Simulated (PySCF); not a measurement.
H6Si2Te.
Numbering: `[SiH3:1][Te:2][SiH3:3]` (hydrogens: H4, H5, H6 on Si1; H7, H8, H9 on Si3)

Computed by this run: PBE0-D3(BJ)/def2-SVP geometry optimisation, gas phase, def2 core potentials past Kr (PySCF); density fitting, grid level 1; the optimiser is geomeTRIC in internal coordinates, started from a GFN2-xTB structure with every atom displaced at random (about 0.01 Å).

Step 0: E = -23135.4257 eV
```
atom  x, y, z in Å  |  force x, y, z in eV/Å
Si1     1.7638    0.3876    0.4389   -0.861   0.678  -0.254
Te2     0.1115    0.9456   -1.3743    0.148   0.024  -0.012
Si3    -1.7573   -0.3873   -0.3937    0.989   0.174   0.775
H4      2.0417   -1.0168    0.5236    0.162  -1.194   0.041
H5      2.9677    1.1016    0.0703    0.750   0.443  -0.233
H6      1.2817    0.8792    1.7387   -0.159   0.107   0.385
H7     -1.3866   -1.8021   -0.2751    0.120  -0.492  -0.009
H8     -2.8493   -0.2252   -1.2953   -1.082   0.145  -0.856
H9     -2.1155    0.1002    0.9604   -0.069   0.115   0.163
```

Problem. Estimate the geometry and energy of step 1. (The exact step hangs on the optimiser's Hessian estimate; all steps are aligned on step 0, rigid shifts and turns removed.)

Solution. E = -23135.5413 eV, largest force 0.185 eV/Å
```
atom  x, y, z in Å  |  force x, y, z in eV/Å
Si1     1.7367    0.4046    0.4311    0.050  -0.110  -0.046
Te2     0.1319    0.9384   -1.4170    0.000   0.000   0.049
Si3    -1.7200   -0.3851   -0.3719   -0.101   0.043  -0.149
H4      2.0153   -1.0673    0.4994   -0.034   0.107  -0.005
H5      2.9883    1.1398    0.0845    0.006  -0.012   0.034
H6      1.2212    0.8630    1.7549   -0.018   0.008  -0.007
H7     -1.3590   -1.8301   -0.2719    0.009   0.001   0.024
H8     -2.8867   -0.2182   -1.2967    0.064  -0.032   0.084
H9     -2.0699    0.1379    0.9812    0.024  -0.004   0.017
```

The energy changes by -0.1157 eV. The first-order estimate −F·Δx gives -0.2568 eV and the mean of the old and new forces, exact on a quadratic surface, -0.1202 eV. The step makes an angle of 51° with the force vector and moves no atom by more than 0.065 Å.

The cost below is that of the whole optimisation. The run took 24 s of wall time on Arm Neoverse V1, one thread, shared host with 32 logical CPUs at a one-minute load of 30, and the process peaked at 0.38 GiB of memory.
